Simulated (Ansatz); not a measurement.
```yaml
crystal:
  periodic: [false, false, false]
  atoms:
    - {symbol: B, position_ang: [0.059087, 0.360041, 0.877356]}
    - {symbol: C, position_ang: [0.009087, 0.310041, 0.827356]}
    - {symbol: C, position_ang: [0.560594, -0.672418, 0.090575]}
    - {symbol: O, position_ang: [-0.388578, -0.976995, -0.884954]}
    - {symbol: H, position_ang: [-1.315916, 1.128602, -1.186943]}
    - {symbol: H, position_ang: [0.451401, 0.935355, 1.583789]}
    - {symbol: H, position_ang: [1.547225, -1.121698, -0.004912]}
basis:
  gaussian: {orbitals: "6-31++G**", fitting: {mean_field: cc-pVTZ-jkfit}}
hamiltonian: {xc: {name: PBE}, dispersion: d4}
output: {forces: true}
```

```sh
$ ansatz run in.yaml --threads 2 --pin off --events-out ev --progress --plain --max-ram 4352MiB
```

Shortened log:

```
Functional definition: PBE
406 factors; integrals over basis functions are off by at most 1.6e-1 eV
mean field evaluation 1: about -1467.0562 eV, gradient 1.5e2 eV
mean field evaluation 2: about -1378.3921 eV, gradient 1.9e2 eV
mean field evaluation 4: about -1503.0148 eV, gradient 5.9e1 eV
mean field evaluation 8: about -1515.0472 eV, gradient 2.2e1 eV
mean field evaluation 16: about -1517.6476 eV, gradient 8.3e-2 eV
mean field evaluation 32: about -1516.9736 eV, gradient 6.9e-2 eV
mean field -1517.64772279 eV, -55.7725251141 hartree, gradient 2.1e-5 eV, S^2 0.000000; 4 other end points of the search recorded, 0 dependent functions left out
reference -1517.64776995 eV, -55.7725268469 hartree; 14, 14 occupied and 80, 80 virtual orbitals, 406 factors
Total energy: -1517.75814401 eV, -55.7765830191 hartree
Atom 0 at     0.059087     0.360041     0.877356 Å, force 30129.312784 30195.473679 30242.530267 eV/Å
Atom 1 at     0.009087     0.310041     0.827356 Å, force -30141.159136 -30183.082342 -30231.365033 eV/Å
Atom 2 at     0.560594    -0.672418     0.090575 Å, force     2.494825   -14.817384   -15.064943 eV/Å
Atom 3 at    -0.388578    -0.976995    -0.884954 Å, force     3.762781     3.721008     7.810450 eV/Å
Atom 4 at    -1.315916     1.128602    -1.186943 Å, force     0.354093    -0.265690    -0.097660 eV/Å
Atom 5 at     0.451401     0.935355     1.583789 Å, force     4.703696    -2.511099    -5.120193 eV/Å
Atom 6 at     1.547225    -1.121698    -0.004912 Å, force     0.530958     1.481828     1.307113 eV/Å
Dipole moment:     0.294342    -0.517472     0.079242 e Å
```

In this input one atom was put on top of another. Self-consistency was reached. The result belongs to that input, not to the molecule as meant.
